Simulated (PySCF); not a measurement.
SnF₄, SMILES [Sn]([F])([F])([F])[F]. Coordinates come from a PBE-D3(BJ)/def2-SVP optimisation. The isomer is the one that the SMILES or the coordinates give; other isomers of the formula were not compared. The def2 effective core potentials stand for the cores of Sn; spin–orbit coupling is left out.

All values below come from PBE-D3(BJ)/def2-SVP (PySCF).

Harmonic wavenumbers (cm⁻¹): 126, 126, 171, 171, 171, 604, 655, 655, 655. Rotational constants (GHz): 2.683, 2.683, 2.683; symmetry number 12.

**Question.** Work out the zero-point energy and the ideal-gas rigid-rotor harmonic-oscillator thermochemistry at 298.15 K and 1 atm.

**Answer.** ZPE = ½ Σ hcν = ½ × 3334 cm⁻¹ = 4.77 kcal/mol. H − E(el) = 9.49 kcal/mol. Entropy in cal/(mol K): translation 41.70, rotation 22.27, vibration 14.83, total 78.80. G − E(el) = -14.01 kcal/mol. Cp = 21.21 cal/(mol K). Modes under 150 cm⁻¹ make the vibrational entropy uncertain.
